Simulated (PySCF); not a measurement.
A PySCF script (with the pyscf-properties extension) for the NMR shieldings of (H2B-mu-NH2)2, on a PBE0-D3(BJ)/def2-SVP geometry:

```python
import basis_set_exchange as bse
import numpy as np
from pyscf import gto, dft
from pyscf.prop import nmr

atoms = """
B    -0.159842    1.064935   -0.195632
H    -0.212299    1.517879   -1.325532
H    -0.309493    1.887563    0.690501
N     1.148979    0.178237    0.027869
B     0.179430   -1.079492    0.200455
H     0.327559   -1.893815   -0.693254
H     0.233524   -1.542766    1.326085
N    -1.130201   -0.191076   -0.015203
H     1.694356    0.415528    0.851393
H     1.779879    0.131616   -0.766672
H    -1.754094   -0.142723    0.784962
H    -1.682340   -0.428646   -0.834001
"""
names = dict.fromkeys(["B", "H", "N"], "pcSseg-1")
basis = {el: gto.basis.parse(bse.get_basis(n, elements=[el], fmt="nwchem")) for el, n in names.items()}
mol = gto.M(atom=atoms, basis=basis, charge=0, verbose=0)
mf = dft.RKS(mol, xc="PBE0")
mf.grids.level = 2
mf.grids.alignment = dft.numint.BLKSIZE   # the property module wants whole blocks of grid points
mf.conv_tol = 1e-9
mf.kernel()

calc = nmr.RKS(mf)   # GIAO
C = mf.mo_coeff
Co = C[:, mf.mo_occ > 0]
resp = mf.gen_response(singlet=True, hermi=2)
def vind(x):   # induced exchange potential for any number of trial vectors
    d = np.einsum("pi,xij,qj->xpq", C, 2 * x.reshape(-1, C.shape[1], Co.shape[1]), Co, optimize=True)
    return np.einsum("xpq,pi,qj->xij", resp(d - d.transpose(0, 2, 1)), C, Co, optimize=True).ravel()
mo1, _ = nmr.rhf.solve_mo1(calc, with_cphf=vind)
sigma = calc.kernel(mo1)
for i, s in enumerate(sigma):   # ppm
    w = np.linalg.eigvalsh((s + s.T) / 2)
    print("%2d %-2s iso %8.1f  s11 %8.1f  s22 %8.1f  s33 %8.1f" % (i, mol.atom_pure_symbol(i), w.mean(), *w))
```

**Question.** What are the results?

**Answer.** 
```
 0 B  iso    113.0  s11     96.9  s22    112.9  s33    129.2
 1 H  iso     27.8  s11     24.4  s22     28.1  s33     30.8
 2 H  iso     27.8  s11     24.4  s22     28.1  s33     30.8
 3 N  iso    241.7  s11    232.0  s22    233.2  s33    259.7
 4 B  iso    113.0  s11     96.9  s22    112.9  s33    129.2
 5 H  iso     27.8  s11     24.4  s22     28.1  s33     30.8
 6 H  iso     27.8  s11     24.4  s22     28.1  s33     30.8
 7 N  iso    241.7  s11    232.0  s22    233.2  s33    259.8
 8 H  iso     29.7  s11     23.5  s22     26.2  s33     39.4
 9 H  iso     29.7  s11     23.5  s22     26.2  s33     39.4
10 H  iso     29.7  s11     23.5  s22     26.2  s33     39.4
11 H  iso     29.7  s11     23.4  s22     26.2  s33     39.4
```

These numbers come from an equivalent density-fitted implementation of the same equations, which agrees with the script to about 0.01 ppm for H and up to a few tenths of a ppm for heavy atoms, so last digits may differ.

**Question.** Turn these shieldings into chemical shifts. References, each an isolated molecule treated in the same way: 11B (σ = 100.73 ppm) vs BF3·OEt2; 1H (σ = 31.27 ppm) against TMS; 15N (σ = 265.67 ppm) against NH3.

**Answer.** Averaging equivalent atoms: B 0/4: -12.3; H 1/2/5/6: 3.51; H 8/9/10/11: 1.58; N 3/7: 24.0 ppm. Experimental scales use liquid or dissolved standards, which lie at an offset from isolated NH3 (liquid NH3: subtract about 20 ppm).

Size and cost of the density-fitted run: 108 basis functions, 9.9 s wall time on 1 thread of an Intel Xeon Platinum 8488C, shared host; peak memory 0.51 GiB.
